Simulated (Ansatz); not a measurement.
AlCl$_{3}$F$_{3}$P (`F[P+](F)(F)[Al-]([Cl])([Cl])[Cl]`), 8 atoms. Total charge 0; spin multiplicity 1. All runs use 4 threads of an Arm Neoverse N1 on a shared host. Correlated methods freeze the cores.

(1) How many basis functions does each run have, and how long does it take in Ansatz? RKS ωB97M-V/def2-SVP energy; RKS PBE0-D4/def2-TZVP relaxation (10 steps); RKS PBE0-D4/def2-SVP energy; RKS B3LYP-D4/def2-TZVPP energy and forces; RKS PBE0-D4/def2-TZVP frequencies; RKS BHLYP-D4/def2-TZVPP energy; RHF-MP2/def2-TZVPP energy; RKS PBE-QIDH (frozen core)/def2-TZVPP energy; RHF-MP2/def2-QZVPP energy; RKS ωB97M-V/def2-QZVPP energy; direct RPA on PBE orbitals/def2-TZVPP energy; RKS r2SCAN-D4/def2-TZVPP energy and forces. (Estimate.)

Answers

(1) Ansatz gave: Other jobs shared the machine, so times are rough.

```csv
level,job,functions,wall time,peak host memory (GiB)
RKS PBE0-D4/def2-SVP,energy,132,3.6 s,0.35
RHF-MP2/def2-TZVPP,energy,303,13 s,0.96
RKS ωB97M-V/def2-SVP,energy,132,14 s,0.53
RKS BHLYP-D4/def2-TZVPP,energy,303,15 s,1.6
RKS r2SCAN-D4/def2-TZVPP,energy and forces,303,16 s,0.61
direct RPA on PBE orbitals/def2-TZVPP,energy,303,16 s,0.84
RKS PBE-QIDH (frozen core)/def2-TZVPP,energy,303,21 s,1
RKS B3LYP-D4/def2-TZVPP,energy and forces,303,21 s,1.5
RHF-MP2/def2-QZVPP,energy,521,64 s,3.5
RKS ωB97M-V/def2-QZVPP,energy,521,72 s,3.3
RKS PBE0-D4/def2-TZVP,relaxation (10 steps),278,2.8 min,1.2
RKS PBE0-D4/def2-TZVP,frequencies,278,8.8 min,1.2
```

B3LYP here is the variant with VWN-RPA as its local correlation; programs differ in this.
